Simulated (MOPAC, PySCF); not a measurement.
H6B2Si, SMILES `BB[SiH3]`, neutral singlet in the gas phase. 

Cartesian coordinates (Å):
SMILES: BB[SiH3]
```xyz
9

B      1.7353     0.0476     0.0028
B      0.3399    -0.0216     0.7989
Si    -1.3459    -0.0241    -0.3224
H      2.2852    -0.9421    -0.3974
H      2.2304     1.0936    -0.3179
H      0.1594    -0.0730     1.9808
H     -2.1789     1.1471     0.0712
H     -2.1083    -1.2696    -0.0256
H     -1.1171     0.0421    -1.7906
```
Charge 0, spin multiplicity 1.

All levels are single points at this geometry (PBE0-D3(BJ)/def2-TZVP); Pople sets use spherical d functions. Orbital energies aren't observables, and empty levels follow the basis.

M06-2X/6-31G* in PySCF gives HOMO (eV) = -8.96.

Estimate the HOMO (eV) from each of these levels: PBE0-D3(BJ)/def2-TZVP in PySCF; B3LYP/6-311+G** in PySCF; BP86/6-31G* in PySCF; PBE/6-31G* in PySCF; HF/3-21G in PySCF; HF/6-31G* in PySCF; HF/STO-3G in PySCF; AM1 in MOPAC.


```json
[
 {"level": "PBE0-D3(BJ)/def2-TZVP in PySCF", "HOMO (eV)": "-8.01"},
 {"level": "B3LYP/6-311+G** in PySCF", "HOMO (eV)": "-7.84"},
 {"level": "BP86/6-31G* in PySCF", "HOMO (eV)": "-6.73"},
 {"level": "PBE/6-31G* in PySCF", "HOMO (eV)": "-6.62"},
 {"level": "HF/3-21G in PySCF", "HOMO (eV)": "-10.85"},
 {"level": "HF/6-31G* in PySCF", "HOMO (eV)": "-10.74"},
 {"level": "HF/STO-3G in PySCF", "HOMO (eV)": "-8.95"},
 {"level": "AM1 in MOPAC", "HOMO (eV)": "-10.05"}
]
```
